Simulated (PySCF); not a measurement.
C₂H₆N₂Si.
Numbering: `[CH:1]#[C:2][SiH:3]([NH2:4])[NH2:5]` (hydrogens: H6 on C1; H7 on Si3; H8, H9 on N4; H10, H11 on N5)

Torsions of this conformer, `[CH:1]#[C:2][SiH:3]([NH2:4])[NH2:5]`: H–N4–Si3–C2 -59°, H–N4–Si3–C2 85°, H–N5–Si3–C2 -28°, H–N5–Si3–C2 -177°.

The closed-shell ground state was solved at several levels (PySCF, density fitting, gas phase, non-relativistic). Geometry: PBE0-D3(BJ)/def2-SVP, one conformer, isolated molecule.

```json
{"level": "PBE0/pcSseg-1", "basis functions": "122", "total energy (Eh)": "-478.4401", "HOMO (eV)": "-7.35", "LUMO (eV)": "0.26", "gap (eV)": "7.61", "dipole (D)": "0.56"}
{"level": "PBE0/def2-SVPD", "basis functions": "152", "total energy (Eh)": "-478.2571", "HOMO (eV)": "-7.46", "LUMO (eV)": "0.08", "gap (eV)": "7.54", "dipole (D)": "0.51"}
```

Question: What might wB97X-D/pcSseg-2 (271 basis functions) give for the same quantities?

Answer: Total energy -478.8537 Eh, HOMO -9.38 eV, LUMO 1.79 eV, gap 11.17 eV, dipole 0.46 D.

Question: Over all these levels, which gives the widest orbital gap and which the narrowest?

Answer: wB97X-D/pcSseg-2 (range-separated hybrid) has the widest, 11.17 eV, and PBE0/def2-SVPD (global hybrid, 25 % exact exchange) the narrowest, 7.54 eV. Functional and basis both differ between the two, so the spread mixes both effects.

Question: How far do the dipole and the HOMO energy spread over the levels?

Answer: The dipole runs from 0.46 to 0.56 D (mean 0.51 D) and the HOMO from -9.38 to -7.35 eV.

Note: wB97X-D ran without an empirical dispersion term, which enters the total energy and its gradient alone.
